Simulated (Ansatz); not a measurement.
Ansatz (a quantum-chemistry and plane-wave program) input file for H6PSi, SMILES [PH3+][SiH3], charge +1, B3LYP-D3(BJ)/def2-TZVP. 

Ansatz 0.2 input:
```yaml
crystal:
  periodic: [false, false, false]
  atoms:
    - {symbol: Si, position_ang: [-0.00000000, -0.00000000, -1.24532593]}
    - {symbol: P, position_ang: [-0.00000000, 0.00000000, 1.11160149]}
    - {symbol: H, position_ang: [0.11194840, -1.43280662, -1.50612042]}
    - {symbol: H, position_ang: [1.18487273, 0.81335347, -1.50612041]}
    - {symbol: H, position_ang: [-1.29682113, 0.61945315, -1.50612041]}
    - {symbol: H, position_ang: [-0.99768702, -0.69531348, 1.75963399]}
    - {symbol: H, position_ang: [-0.10331562, 1.21167905, 1.75963399]}
    - {symbol: H, position_ang: [1.10100265, -0.51636557, 1.75963398]}
basis:
  gaussian:
    orbitals: def2-TZVP
hamiltonian:
  xc: b3lyp
  dispersion: d3bj
total_charge: 1
relax: {f_tol: 0.002, max_steps: 200}
```

Output:

```
WARN ansatz: RAYON_NUM_THREADS=1 ignored (pool sized by the plan → 1); use --threads N
Functional definition: B3LYP
integrals: 0.03 GiB planned
807 factors; their error is unknown
mean field: 0.32 GiB planned
mean field evaluation 1: about -17257.0687 eV, gradient 2.0e1 eV
mean field evaluation 2: about -17257.7950 eV, gradient 1.5e1 eV
mean field evaluation 4: about -17258.3424 eV, gradient 4.5e-1 eV
mean field evaluation 8: about -17258.3726 eV, gradient 7.4e-3 eV
mean field -17258.37262364 eV, -634.2334957736 hartree, gradient 8.0e-6 eV, S^2 0.000000; 0 other end points of the search recorded, 0 dependent functions left out
the calculation of the forces begins
reference -17258.37288515 eV, -634.2335053838 hartree; 17, 17 occupied and 93, 93 virtual orbitals, 807 factors
relax step   1: F+E_penalty+E_count = -17258.64323286 eV  Δ(F+E_penalty+E_count) = +0.000e0 eV  max|allowed force component| = 7.276e-1 eV/Å  Δτ_max = 0.0000 Å  (22 SCF iters, accepted)
these checks for a lower state are left out or cut short: starts, cluster_reference, orbital_swaps, neighbouring_geometries, increment
integrals: 0.03 GiB planned
807 factors; their error is unknown
mean field: 0.32 GiB planned
mean field evaluation 16: about -17258.4625 eV, gradient 9.5e-2 eV
mean field -17258.46247228 eV, -634.2367976502 hartree, gradient 2.0e-5 eV, S^2 0.000000; 0 other end points of the search recorded, 0 dependent functions left out
the calculation of the forces begins
reference -17258.46273314 eV, -634.2368072368 hartree; 17, 17 occupied and 93, 93 virtual orbitals, 807 factors
relax step   2: F+E_penalty+E_count = -17258.73446862 eV  Δ(F+E_penalty+E_count) = -9.124e-2 eV  max|allowed force component| = 2.600e-1 eV/Å  Δτ_max = 0.0847 Å  (24 SCF iters, accepted)
these checks for a lower state are left out or cut short: starts, cluster_reference, orbital_swaps, neighbouring_geometries, increment
integrals: 0.03 GiB planned
807 factors; their error is unknown
mean field: 0.32 GiB planned
mean field -17258.46337223 eV, -634.2368307230 hartree, gradient 2.2e-5 eV, S^2 0.000000; 0 other end points of the search recorded, 0 dependent functions left out
the calculation of the forces begins
reference -17258.46363299 eV, -634.2368403054 hartree; 17, 17 occupied and 93, 93 virtual orbitals, 807 factors
relax step   3: F+E_penalty+E_count = -17258.73627008 eV  Δ(F+E_penalty+E_count) = -1.801e-3 eV  max|allowed force component| = 4.202e-2 eV/Å  Δτ_max = 0.0137 Å  (25 SCF iters, accepted)
these checks for a lower state are left out or cut short: starts, cluster_reference, orbital_swaps, neighbouring_geometries, increment
integrals: 0.03 GiB planned
807 factors; their error is unknown
mean field: 0.32 GiB planned
mean field evaluation 32: about -17258.4636 eV, gradient 1.8e-5 eV
mean field -17258.46357483 eV, -634.2368381684 hartree, gradient 1.8e-5 eV, S^2 0.000000; 0 other end points of the search recorded, 0 dependent functions left out
the calculation of the forces begins
reference -17258.46383560 eV, -634.2368477514 hartree; 17, 17 occupied and 93, 93 virtual orbitals, 807 factors
relax step   4: F+E_penalty+E_count = -17258.73636109 eV  Δ(F+E_penalty+E_count) = -9.101e-5 eV  max|allowed force component| = 3.877e-3 eV/Å  Δτ_max = 0.0030 Å  (20 SCF iters, accepted)
these checks for a lower state are left out or cut short: starts, cluster_reference, orbital_swaps, neighbouring_geometries, increment
integrals: 0.03 GiB planned
807 factors; their error is unknown
mean field: 0.32 GiB planned
mean field -17258.46355629 eV, -634.2368374868 hartree, gradient 2.5e-5 eV, S^2 0.000000; 0 other end points of the search recorded, 0 dependent functions left out
the calculation of the forces begins
reference -17258.46381705 eV, -634.2368470695 hartree; 17, 17 occupied and 93, 93 virtual orbitals, 807 factors
relax step   5: F+E_penalty+E_count = -17258.73636242 eV  Δ(F+E_penalty+E_count) = -1.328e-6 eV  max|allowed force component| = 4.532e-4 eV/Å  Δτ_max = 0.0004 Å  (16 SCF iters, accepted)
integrals: 0.03 GiB planned
807 factors; their error is unknown
mean field: 0.32 GiB planned
mean field -17258.46355629 eV, -634.2368374868 hartree, gradient 2.5e-5 eV, S^2 0.000000; 1 other end points of the search recorded, 0 dependent functions left out
the calculation of the forces begins
reference -17258.46381705 eV, -634.2368470695 hartree; 17, 17 occupied and 93, 93 virtual orbitals, 807 factors
Total energy: -17258.73662318 eV, -634.2468725100 hartree
Atom 0 at    -0.000000     0.000003    -1.178142 Å, force    -0.000001     0.000034    -0.000043 eV/Å
Atom 1 at    -0.000000     0.000004     1.145749 Å, force     0.000001    -0.000026     0.000228 eV/Å
Atom 2 at     0.112856    -1.432520    -1.486451 Å, force     0.000255     0.000010     0.000040 eV/Å
Atom 3 at     1.184174     0.813994    -1.486465 Å, force    -0.000141     0.000211     0.000016 eV/Å
Atom 4 at    -1.297030     0.618521    -1.486466 Å, force    -0.000114    -0.000229     0.000017 eV/Å
Atom 5 at    -1.054321    -0.733488     1.706191 Å, force     0.000139     0.000441    -0.000080 eV/Å
Atom 6 at    -0.108057     1.279812     1.706210 Å, force     0.000314    -0.000335    -0.000098 eV/Å
Atom 7 at     1.162379    -0.546326     1.706191 Å, force    -0.000453    -0.000106    -0.000081 eV/Å
Dipole moment:    -0.000000     0.000002     0.343266 e Å
```

The calculation finished and met its thresholds.
